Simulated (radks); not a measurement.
Results of a calculation; reference values are marked as such.
Q: All-electron atom: Mn23+ in 1s1.5 2s0.5 (fractional occupations, a model configuration). Level of theory: non-relativistic Kohn-Sham, TPSS, spin-polarised, spherical densities, point nucleus; open shells are filled with parallel spins first; meta-GGA in the generalised Kohn-Sham scheme (a radial shooting solver on a logarithmic mesh with Libxc functionals). Some entries of the table are withheld. Estimate them.

| orbital | occ. | eigenvalue (eV) | <1/r> (bohr^-1) |
|---|---|---|---|
| 1s up | 1 | (1) | (2) |
| 1s down | 0.5 | (3) | (4) |
| 2s up | 0.5 | -1932.898 | 6.019 |

A: 
(1) 1s up eigenvalue (eV): -8082.325
(2) 1s up <1/r> (bohr^-1): 24.83
(3) 1s down eigenvalue (eV): -8023.782
(4) 1s down <1/r> (bohr^-1): 24.77
